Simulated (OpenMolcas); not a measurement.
An OpenMolcas run meant for neutral oxygen (ANO-R2, X2C; inactive shells 1s 2s; intended active space 4 electrons in 3 orbitals (2p)). One step of its input:

```
&CASPT2
Multistate=3 1 2 3
Frozen=0 0
IPEA=0.25
Imaginary=0.1
MaxIter=60
WThr=0.0 0.3 0.05
PrWF=0.5
NoMix
Deleted=6 8
```

The run finished. Its levels beside those of a sound run (SS-CASPT2, IPEA 0.25 Eh, imaginary shift 0.1 Eh (closed shells correlated: 1s 2s)), in cm-1 above each run's lowest level:

```json
{"Level": "2s2 2p4 3P2", "This run": "0.0", "Usual run": "0.0"}
{"Level": "2s2 2p4 3P1", "This run": "148", "Usual run": "148"}
{"Level": "2s2 2p4 3P0", "This run": "221", "Usual run": "221"}
{"Level": "2s2 2p4 1D2", "This run": "16674", "Usual run": "15700"}
{"Level": "2s2 2p4 1S0", "This run": "34324", "Usual run": "35422"}
```

Which setting is unsound, and how much does it matter here?

Nearly half of the orbitals are deleted from the virtual space, which removes much of the correlation energy. Against the sound run the excited levels shown move by 520 cm-1 on average and by 1100 cm-1 at most.

CASPT2 breaks the degeneracy within a term, and the mean is taken; among the terms shown or strongly mixed into the levels shown the widest spread is 1300 cm-1 (2s2 2p4 1D, this run). With the s shell closed, the reference lacks s² → p² mixing. Only configurations of the active space appear.
